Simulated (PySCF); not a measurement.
C6H6F4.
Geometry (PBE0-D3(BJ)/def2-SVP, Å), atoms numbered from 1 in this order:
```xyz
16
C6H6F4 angstrom
C      3.0505    0.3547    1.0102
C      1.8475    0.2726    0.1993
C      0.8439    0.2153   -0.4765
C     -0.3586    0.1441   -1.2926
C     -1.5859   -0.4129   -0.5838
F     -2.5652   -0.6163   -1.5170
C     -2.1659    0.5182    0.4763
F     -2.3673    1.7454   -0.0051
F     -1.3434    0.6121    1.5195
F     -3.3345    0.0541    0.9105
H      2.8113    0.6561    2.0419
H      3.5712   -0.6146    1.0536
H      3.7532    1.0958    0.5984
H     -0.6187    1.1371   -1.6953
H     -0.1886   -0.5129   -2.1616
H     -1.3557   -1.3701   -0.0867
```

Computed with PySCF at CAM-B3LYP/def2-SVPD, non-relativistic, on one gas-phase PBE0-D3(BJ)/def2-SVP geometry that isn't relaxed in the solvent. The solvent is an IEF-PCM continuum (Bondi radii, 1.10 Å for H, scaled by 1.2). Only the electrostatic response of the medium enters.

Gas phase at CAM-B3LYP/def2-SVPD: HOMO -9.01 eV, LUMO 1.08 eV, dipole 2.90 D.

Task: What does the continuum do to the energy, the frontier levels and the dipole at CAM-B3LYP/def2-SVPD in methanol and water?

Result: 
```tsv
solvent	ε	E(solvent) − E(gas) (kcal/mol)	polarisation term (kcal/mol)	distortion of the solute (kcal/mol)	HOMO (eV)	LUMO (eV)	dipole (D)
methanol	32.61	-4.95	-5.53	0.58	-8.88	1.24	3.40
water	78.36	-5.10	-5.72	0.62	-8.88	1.24	3.41
```

The first energy column is the sum of the next two and covers electrostatics alone. From methanol to water the lowering changes by a factor 1.03, Onsager's factor (ε − 1)/(2ε + 1) by 1.03 and ε itself by 2.4.

Task: Which radius a makes the point-dipole formula ΔE = −[(ε − 1)/(2ε + 1)]·μ²/a³ give the value in water, with the gas-phase dipole?

Result: μ = 1.141 au and |ΔE| = 0.00813 Eh give a = 2.27 Å; the farthest nucleus lies 3.90 Å from the centroid of the nuclei, so such a sphere wouldn't even hold the nuclei. The formula assumes a rigid point dipole at the centre of a sphere.

Task: Give the dipole vector in the frame of the coordinates (D, pointing from negative to positive charge), gas and water.

Result: Gas (2.80, -0.75, -0.06), solvent (3.25, -1.03, -0.11). Its length changes by +18 % and its direction by 3°.

Task: How does the static polarisability (CAM-B3LYP/def2-SVPD, frozen core, with the continuum's full static response) change?

Result: 
```tsv
medium	isotropic (au)	principal values (au)	⟨r²⟩ of the electrons (bohr²)
gas	75.0	60.0, 64.7, 100.3	1721.6
methanol	95.6	79.8, 83.0, 124.2	1720.8
water	96.4	80.6, 83.7, 124.9	1720.8
```

The isotropic value in water is 1.29 times the gas-phase one; no cavity-field correction is applied. ⟨r²⟩ is taken about the centre of nuclear charge.

Hardware: an Arm Neoverse V1 with one thread, no GPU (shared host). Cost: 68 s of wall time. This is the whole response run at CAM-B3LYP/def2-SVPD in water, SCF included.
